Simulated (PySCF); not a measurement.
Species: C4H11FSi.
Bonds: C1–C2, C2–C3, C2–Si4, Si4–C5, C5–F6. Hydrogens: H7, H8, H9 on C1; H10 on C2; H11, H12, H13 on C3; H14, H15 on Si4; H16, H17 on C5.

The same species was optimised twice, with GFN2-xTB and with PBE0-D3(BJ)/def2-SVP (PySCF), and the same property calculations (PySCF, gas phase) were run on both structures.

| coordinate | GFN2-xTB | PBE0-D3(BJ)/def2-SVP | change |
| --- | --- | --- | --- |
| C2–Si4 (Å) | 1.910 | 1.892 | -0.018 |
| Si4–C5 (Å) | 1.921 | 1.905 | -0.016 |
| C5–F6 (Å) | 1.382 | 1.385 | +0.003 |
| C1–C2 (Å) | 1.530 | 1.529 | -0.001 |
| C2–C3 (Å) | 1.528 | 1.528 | 0.000 |
| C1–C2–C3 (°) | 110.0 | 112.0 | +2.0 |
| C2–Si4–C5 (°) | 110.0 | 111.3 | +1.3 |
| C1–C2–Si4 (°) | 111.9 | 111.5 | -0.4 |
| C3–C2–Si4 (°) | 111.0 | 111.3 | +0.3 |
| Si4–C5–F6 (°) | 110.7 | 110.8 | +0.1 |
| C1–C2–Si4–C5 (°) | 65 | 61 | -4 |
| C2–Si4–C5–F6 (°) | -69 | -60 | +9 |

Rotational constants: A = 4494, B = 1628, C = 1300 MHz (GFN2-xTB) against A = 4437, B = 1678, C = 1319 MHz (PBE0-D3(BJ)/def2-SVP). Point groups within 0.08 Å: C1 and C1.

On the GFN2-xTB structure: HOMO (eV) -8.01 [PBE0/pcSseg-1]; LUMO (eV) 0.99 [PBE0/pcSseg-1]; dipole (D) 1.63 [PBE0/pcSseg-1]; GIAO shielding of C1/C3 (mean) (ppm) 165.2 [PBE0/pcSseg-1]; GIAO shielding of C2 (ppm) 169.1 [PBE0/pcSseg-1]; GIAO shielding of Si4 (ppm) 385.5 [PBE0/pcSseg-1]; GIAO shielding of C5 (ppm) 107.3 [PBE0/pcSseg-1]; GIAO shielding of F6 (ppm) 473.3 [PBE0/pcSseg-1].

Q: What do these properties become on the PBE0-D3(BJ)/def2-SVP structure?

A: 
```csv
property,level,on GFN2-xTB,on PBE0-D3(BJ)/def2-SVP,change
HOMO (eV),PBE0/pcSseg-1,-8.01,-8.02,-0.01
LUMO (eV),PBE0/pcSseg-1,0.99,1.01,+0.02
dipole (D),PBE0/pcSseg-1,1.63,1.50,-0.13
"energy, GFN2-xTB geometry as zero (kcal/mol)",PBE0/pcSseg-1,0.0,-1.3,-1.3
GIAO shielding of C1/C3 (mean) (ppm),PBE0/pcSseg-1,165.2,163.9,-1.3
GIAO shielding of C2 (ppm),PBE0/pcSseg-1,169.1,169.7,+0.6
GIAO shielding of Si4 (ppm),PBE0/pcSseg-1,385.5,383.5,-2.0
GIAO shielding of C5 (ppm),PBE0/pcSseg-1,107.3,107.3,0.0
GIAO shielding of F6 (ppm),PBE0/pcSseg-1,473.3,470.9,-2.4
```

The heavy atoms differ by 0.054 Å rms after alignment. Among bonds between heavy atoms C2–Si4 changes most (-0.018 Å). Changes are differences of the printed values. Neither structure is proved a minimum here.

The values belong to the conformer `[CH3:1][CH:2]([CH3:3])[SiH2:4][CH2:5][F:6]`: C1–C2–Si4–C5 61°, C2–Si4–C5–F6 -60°.
